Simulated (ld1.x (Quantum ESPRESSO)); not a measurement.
The numbers below are computed, except where a source is named.
**Potentials for S (Z = 16) compared**

Generated with ld1.x 7.5 (TM, RRKJ, ultrasoft, PAW), atompaw 4.2 or ONCVPSP 4.0.1. The cutoff is in Ry: for ld1.x and atompaw files where the sum of valence levels is converged to 10 mRy in a Bessel basis, for ONCV files where the hardest occupied wave has 1 mHa per electron of residual kinetic energy. The error is the largest all-electron minus pseudo excitation energy over each file’s own four to seven test configurations (ionisations up to +4, promotions, holes and added fractions of an electron), all of which were solved. The labels leave out finer settings (local radius, basis sizes, second energies), which also bear on the numbers. Spin-polarised tests are not counted. The rows are a selection from randomly drawn settings: files with unsolved tests, undetermined cutoffs or missed reference levels are left out.

```csv
potential,cutoff (Ry),largest error (meV),bound ghosts
"PAW, LDA (PZ), scalar-relativistic, rc 1.25/1.55 (sp), local smoothed, core correction yes, reference 3s2 3p3.5",25,-113,none
"TM semilocal, LDA (PZ), scalar-relativistic, rc 1.00/1.05/0.90 (spd), local d, core correction yes, reference 3s2 3p3",120,+68,none
"RRKJ, PBEsol, non-relativistic, rc 1.15/1.80 (sp), local s, core correction yes, reference 3s2 3p4",55,+120,none
"PAW, PBE, scalar-relativistic, rc 1.65/1.50/1.50 (spd), local smoothed, core correction yes, reference 3s2 3p4",15,-94,none
```

Task: Fill in the row for S: TM semilocal, LDA (PZ), scalar-relativistic, rc 1.45/1.40 (sp), local s, core correction no, reference 3s2 3p4.

Result: cutoff 40 Ry, largest error +355 meV, bound ghosts: none.

Task: Fill in the row for S: PAW, PBE, non-relativistic, rc 0.75/0.80 (sp), local smoothed, core correction yes, reference 2s2 2p6 3s2 3p4.

Result: cutoff 230 Ry, largest error +26 meV, bound ghosts: none.

Task: Fill in the row for S: TM, LDA (PZ), non-relativistic, rc 1.00/1.05 (sp), local smoothed, core correction yes, reference 3s2 3p2.

Result: cutoff 120 Ry, largest error +134 meV, bound ghosts: none.
